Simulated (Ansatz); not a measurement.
## Which is lower?

The two ends of one reaction step of Si2NH8Cl, singlet (PBE0-D4/def2-TZVP).

A:

Si1  (-0.892, -0.309, -0.796)
Si2  (0.616, -1.424, 0.630)
H3  (-1.216, -1.246, -1.906)
H4  (-2.122, -0.019, -0.012)
N5  (-0.318, 1.158, -1.489)
H6  (0.573, 1.264, 1.912)
Cl7  (0.216, 2.500, 1.845)
H8  (0.996, -0.561, 1.796)
H9  (0.046, -2.675, 1.202)
H10  (1.888, -1.757, -0.070)
H11  (0.365, 1.121, -2.228)
H12  (-0.152, 1.948, -0.884)
(Å)

B:

Si1  (-1.334, 1.072, -0.440)
Si2  (1.221, -1.601, 1.218)
H3  (-1.466, -0.297, 0.102)
H4  (-2.629, 1.668, -0.830)
N5  (-0.332, 1.016, -1.811)
H6  (0.449, -0.987, 2.325)
Cl7  (-0.629, 2.228, 1.129)
H8  (2.480, -2.189, 1.740)
H9  (0.413, -2.662, 0.564)
H10  (1.558, -0.560, 0.212)
H11  (0.534, 0.502, -1.783)
H12  (-0.266, 1.811, -2.427)
(Å)

Computed with Ansatz 0.2.0 (basis: def2-TZVPP); correlated methods freeze the cores. B3LYP uses VWN-RPA correlation.

Q: Which structure is lower at CCSD(T), and by how much? (An estimate is asked for; the value comes from the calculation.)

A: By the calculation: B, by 27.12 kcal/mol (electronic energy, against the other). By their contacts, A is a complex of Si₂NH₇ ([NH2][SiH2][SiH3]) + HCl and B is a complex of SiNH₄Cl ([NH2][SiH2][Cl]) + SiH₄.

All methods give the same order:

| method | E(B) − E(A) (kcal/mol) |
| --- | --- |
| SPW92 | -21.98 |
| PBE-D4 | -22.94 |
| BLYP-D4 | -25.60 |
| r2SCAN-D4 | -26.65 |
| B97M-V | -26.09 |
| PBE0-D4 | -24.80 |
| B3LYP-D4 | -26.90 |
| r2SCAN0-D4 | -27.53 |
| BHLYP-D4 | -29.10 |
| CAM-B3LYP-D4 | -27.97 |
| wB97X-V | -27.62 |
| wB97M-V | -28.98 |
| B2PLYP | -28.29 |
| PBE-QIDH | -27.46 |
| RPA on PBE | -26.99 |
| HF | -33.12 |
| MP2 | -29.34 |
| CCSD | -27.78 |
| CCSD(T) | -27.12 |

T1 diagnostic: at most 0.011.

Labels in which every atom is bracketed show which atoms are joined, not bond orders.

For scale, one of the runs: CCSD(T)/def2-TZVPP, 269 basis functions, launched by `ansatz run in.yaml --threads 4 --pin off --events-out ev --progress --plain --max-ram 9574MiB`. The run took 2.6 min on 4 CPU threads of an Arm Neoverse V1 (shared host), with 6.3 GiB of host memory at its peak.
